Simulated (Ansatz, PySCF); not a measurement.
Pair of molecules: HF (SMILES F) (first 2 atoms) with CH2F2 (SMILES FCF); geometry from B3LYP-D3(BJ)/def2-TZVP, rigid monomers moved along the line of their centres of mass till H2···F3 is 3.28 Å.
(charge 0, multiplicity 1):
```xyz
7

F     -0.127     0.096    -0.064
H      0.193     0.624     0.634
F      0.869     0.977     3.820
C      0.502    -0.102     4.604
F     -0.601     0.249     5.304
H      1.322    -0.300     5.293
H      0.264    -0.932     3.941
```

Interaction energies are E(AB) − E(A) − E(B) at the monomers' geometry in the complex; basis-set methods are counterpoise corrected.

Cores are frozen in the correlated methods. CBS(a, b) extrapolates the correlation energy as X⁻³ and adds the Hartree–Fock energy of set b.

Run with Ansatz (Gaussian orbitals); PySCF for the dispersion terms. 

PBE/def2-TZVPPD gives -0.99 kcal/mol for the interaction energy.

Problem. Where do these levels fall relative to PBE: PBE-D3(BJ)/def2-TZVPPD, r2SCAN/def2-TZVPPD, B3LYP/def2-TZVPPD, wB97M-V/def2-TZVPPD, MP2/CBS(aug-cc-pVDZ, aug-cc-pVTZ), MP2/CBS(aug-cc-pVDZ, aug-cc-pVTZ) + ΔCCSD(T)/aug-cc-pVDZ.

Solution. PBE-D3(BJ)/def2-TZVPPD -0.13; r2SCAN/def2-TZVPPD 0.00; B3LYP/def2-TZVPPD 0.10; wB97M-V/def2-TZVPPD -0.09; MP2/CBS(aug-cc-pVDZ, aug-cc-pVTZ) -0.11; MP2/CBS(aug-cc-pVDZ, aug-cc-pVTZ) + ΔCCSD(T)/aug-cc-pVDZ -0.11 kcal/mol. 1 of 6 lie above PBE; the widest gap is to PBE-D3(BJ)/def2-TZVPPD.

Ansatz is an electronic-structure program.
